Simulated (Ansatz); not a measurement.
`[AlH2][B]([SiH3])O[SiH3]` + `[NH2][AlH2]` → `[AlH2][NH][SiH3]` + `[AlH2][BH]O[SiH3]` at 700 K and 1 bar (cleavage of the Si–B bond).

Isolated molecules relaxed with PBE0-D4/def2-TZVP in Ansatz; ΔE leaves out vibrations. CCSD(T)/CBS adds triple-zeta CCSD(T) − MP2 to the extrapolated MP2 energy (def2 sets, frozen cores). This one scheme is used for every species. Each species was taken in one conformer, which may not be the lowest.

| species | CCSD(T)/CBS energy (Eh) | H − E (kJ/mol) | S (J/(mol·K)) |
| --- | --- | --- | --- |
| `[AlH2][B]([SiH3])O[SiH3]` | -924.97253 | 294.9 | 571.3 |
| `[NH2][AlH2]` | -299.14566 | 147.5 | 319.0 |
| `[AlH2][NH][SiH3]` | -589.44550 | 212.2 | 417.7 |
| `[AlH2][BH]O[SiH3]` | -634.69802 | 225.8 | 479.6 |

H − E and S are ideal-gas, rigid-rotor, harmonic terms from PBE0-D4/def2-TZVP, for one conformer and one mirror image of each species. 1 Eh = 2625.50 kJ/mol, R = 8.31446 J/(mol·K).

Task: By hand: ΔE, ΔH, ΔS and ΔG.

Result: ΔE = (-589.44550) + (-634.69802) − (-924.97253) − (-299.14566) = -0.02533 Eh = -66.5 kJ/mol. Δ(H − E) = 212.2 + 225.8 − 294.9 − 147.5 = -4.4, so ΔH = -70.9 kJ/mol. ΔS = 417.7 + 479.6 − 571.3 − 319.0 = 7.0 J/(mol·K). ΔG = -70.9 − 700 × (7.0)/1000 = -75.8 kJ/mol.

Task: By hand: the equilibrium constant, and the temperature at which ΔG would vanish if ΔH and ΔS stayed fixed.

Result: log₁₀ K = −ΔG/(RT ln 10) = 5.7. ΔH and −TΔS have one sign here, so there is no such temperature.

The number of gas molecules stays the same, so ΔS is small and ΔH decides. A doubt of 5 kJ/mol in ΔE shifts log₁₀ K by 0.4 here. Other conformers and mirror images would add mixing entropy, several J/(mol·K) or more a flexible species. Modes under 60 cm⁻¹, often nearly free rotors, make the harmonic entropy too high. These are equilibria of isolated gas molecules and say nothing of rates. Largest T1 diagnostic: 0.014 (customary marks: 0.02 for closed shells, 0.045 for open ones).

ΔS is within the doubt of such terms, so its sign, and with it that verdict, could turn.
